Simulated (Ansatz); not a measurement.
Computed with Ansatz on PBE0-D4/def2-TZVP structures; ΔE is electronic, products minus reactants. CCSD(T)/CBS adds triple-zeta CCSD(T) − MP2 to the extrapolated MP2 energy (def2 sets, frozen cores). This one scheme is used for every species. Functionals use def2-TZVPP. No spin–orbit coupling; open shells (•) take unrestricted orbitals. Each species was taken in one conformer, which may not be the lowest.

Reaction (homolysis of the C–Si bond): `C[SiH2]C(=O)O` → `O=[C]O`• + `C[SiH2]`•

| level | ΔE (kJ/mol) |
| --- | --- |
| PBE0 | 345.2 |
| SCS-MP2/def2-TZVPP | 371.8 |

(1) What does CCSD(T)/CBS give? (Estimate.)

(2) What do rigid-rotor, harmonic-oscillator terms from PBE0-D4/def2-TZVP frequencies (298.15 K, 1 bar) make of the CCSD(T)/CBS value? (Estimate.)

Largest T1 diagnostic among the species: 0.022.

Answers

(1) Ansatz gave: +372.8 kJ/mol. The listed levels differ from it by -27.6, -1.0 kJ/mol.

(2) The calculation gave: ΔZPE = -14.9 kJ/mol, ΔH = +360.9 kJ/mol, ΔS = 165 J/(mol·K), ΔG = +311.7 kJ/mol. Open shells count their whole term as degenerate. Modes under 50 cm⁻¹ make the entropy rough.

From PBE to PBE0 (25 % exact exchange), in def2-TZVPP and without D4, ΔE moves by +4.5 kJ/mol. In def2-TZVPP, CCSD(T) changes the Hartree–Fock value by +87.7 kJ/mol (the triples alone add +5.9 kJ/mol) and MP2 by +98.4 kJ/mol; breaking electron pairs costs correlation energy, which Hartree–Fock lacks. The D4 term adds +12.0 kJ/mol with B3LYP and +6.6 kJ/mol with PBE0; it sums over pairs of atoms, weighted by their polarisabilities, and B3LYP, whose exchange is more repulsive, gets the larger term.

B3LYP here is the variant with VWN-RPA as its local correlation; programs differ in this.
